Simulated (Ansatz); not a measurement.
Consider the formal exchange of groups at a C–O bond: `COB(C)S` + `CCSSC` → `CCSSCC` + `CB(O)S`.

Program: Ansatz. Geometries: PBE0-D4/def2-TZVP. ΔE: electronic, gas phase. CBS: MP2 limit from def2 TZ/QZ plus the TZ coupled-cluster correction, frozen cores. Functionals use def2-TZVPP. B3LYP here is the variant with VWN-RPA as its local correlation; programs differ in this. HSE06 is defined as in plane-wave codes. Each species was taken in one conformer, which may not be the lowest.

```csv
level,ΔE (kcal/mol),difference from CCSD(T)/CBS
PBE-D4,-12.6,0.5
revPBE-D4,-12.6,0.5
BLYP-D4,-11.2,1.9
r2SCAN-D4,-12.5,0.6
B97M-V,-12.5,0.6
PBE0-D4,-13.0,0.1
r2SCANh-D4,-12.7,0.4
r2SCAN0-D4,-12.9,0.2
HSE06-D4,-13.0,0.1
BHLYP-D4,-11.7,1.4
CAM-B3LYP-D4,-11.5,1.6
ωB97X-V,-11.9,1.2
ωB97M-V,-12.6,0.5
B2PLYP,-12.1,1.0
PBE-QIDH,-13.5,-0.4
PBE,-12.3,0.8
revPBE,-12.1,1.0
BLYP,-10.7,2.4
r2SCAN,-12.4,0.7
PBE0,-12.8,0.3
B3LYP,-11.2,1.9
r2SCANh,-12.6,0.5
r2SCAN0,-12.8,0.3
HSE06,-12.8,0.3
BHLYP,-11.4,1.7
CAM-B3LYP,-11.3,1.8
LC-ωPBE,-12.6,0.5
RPA@PBE/def2-TZVPP,-11.5,1.6
HF/def2-SVP,-10.8,2.3
MP2/def2-SVP,-14.5,-1.4
CCSD/def2-SVP,-12.8,0.3
CCSD(T)/def2-SVP,-12.9,0.2
HF/def2-TZVPP,-10.6,2.5
SCS-MP2/def2-TZVPP,-12.8,0.3
CCSD/def2-TZVPP,-12.6,0.5
CCSD(T)/def2-TZVPP,-12.8,0.3
HF/def2-QZVPP,-10.5,2.6
MP2/def2-QZVPP,-14.2,-1.1
HF/CBS(def2),-10.5,2.6
CCSD/CBS(def2),-13.0,0.1
CCSD(T)/CBS,-13.1,0
```

Largest T1 diagnostic among the species: 0.012.

In def2-TZVPP, CCSD(T) changes the Hartree–Fock value by −2.1 kcal/mol (the triples alone add −0.2 kcal/mol) and MP2 by −3.4 kcal/mol. Leaving LDA and LC-ωPBE aside and taking each functional with its dispersion term where it has one, the values spread over 2.3 kcal/mol, from PBE-QIDH to BLYP-D4.
